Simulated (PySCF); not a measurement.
## CH5Al2NO5

CH5Al2NO5 is a molecule, neutral, singlet. The structure, one conformer, was relaxed in the gas phase by PBE0-D3(BJ)/def2-SVP. No frequency run checks that it is a minimum.

SMILES: N#[C][Al-]1([OH])[OH+][Al-]([OH])([OH])[OH+]1

Coordinates in Å:
```
O1      1.843   -2.006    0.014
Al2     1.189   -0.541   -0.558
O3      2.000    0.265   -1.818
O4      0.633    0.523    0.859
Al5    -1.187    0.371    0.684
O6     -2.053   -0.370    1.937
C7     -1.943    2.041    0.049
N8     -2.365    3.041   -0.362
O9     -0.655   -0.656   -0.740
H10     2.642   -2.386   -0.353
H11     1.753    1.094   -2.226
H12     1.161    0.939    1.544
H13    -1.857   -1.196    2.378
H14    -1.168   -1.133   -1.395
```

Shieldings: GIAO PBE0/pcSseg-1. Shifts are against computed references at the same level: C TMS (σ 184.4 ppm), H TMS (σ 31.27 ppm). Core levels by delta-SCF with SCAN, pcX-2 on the ionised atom and pcseg-1 elsewhere, spin-free X2C (2p3/2 is the spin-free 2p value less a third of a first-order spin-orbit splitting); from the vacuum level, for chosen atoms.

Q: Give the shieldings and core levels atom by atom.

A: 
```csv
atoms,bonded to,σ (ppm),δ (ppm),core level (eV)
O1,1 Al + 1 H,330.3,-,1s 538.06
Al2,4 O,501.9,-,-
O3,1 Al + 1 H,326.3,-,-
O4 O9,2 Al + 1 H,296.8,-,1s 540.25
Al5,1 C + 3 O,507.4,-,2p3/2 81.67
O6,1 Al + 1 H,311.8,-,1s 538.23
C7,1 Al + 1 N,54.1,130.3,1s 291.34
N8,1 C,-102.2,-,-
H10,1 O,30.34,0.93,-
H11,1 O,30.22,1.05,-
H12,1 O,29.23,2.03,-
H13,1 O,29.85,1.41,-
H14,1 O,29.23,2.04,-
```

Values are those of this one static structure; atoms that internal rotation interchanges would show their mean in an NMR spectrum.

The core-hole state of C7 is spin-contaminated (⟨S²⟩ 0.83 against 0.75 for a pure doublet), so that value and differences from it are less sure.

Q: Which of O1, O4, O6 holds its core electrons tightest, and by how much against the loosest?

A: O4 (bonded to 2 Al + 1 H), by 2.18 eV over O1 (bonded to 1 Al + 1 H).

Q: By CAM-B3LYP/def2-SVPD (TDDFT singlets, Tamm-Dancoff triplets), where does absorption start?

A: The first singlet with intensity lies at 7.33 eV (f 0.003); what lies below it is dark. The lowest singlet lies at 6.94 eV (f 0.000), the strongest of the first 6 at 7.67 eV (f 0.137), the lowest triplet at 5.77 eV.
